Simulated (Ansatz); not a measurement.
CH3BClFO, SMILES `OC(F)BCl`. Total charge 0; spin multiplicity 1.

```
atom    x (Å)    y (Å)    z (Å)
  O1  -1.1471   0.8508  -0.2376
  C2  -0.2317  -0.1674  -0.3829
  F3   0.3938  -0.0877  -1.6313
  B4   0.8966   0.0497   0.7152
 Cl5   1.2072  -1.1855   1.8897
  H6  -1.9469   0.6442  -0.7314
  H7  -0.7087  -1.1548  -0.3625
  H8   1.5367   1.0508   0.7409
```

(1) Give the diagnostics of a CCSD(T)/def2-TZVPP run (frozen core, Ansatz). (Best estimate.)

Results:

(1) Computed: T1 = 0.0129, largest single amplitude 0.025, largest double 0.030, (T) share of the correlation energy 3.6 %, 10 CCSD cycles. The RHF solution is stable towards an unrestricted one. T1 lies under the customary mark of 0.02 for closed shells.
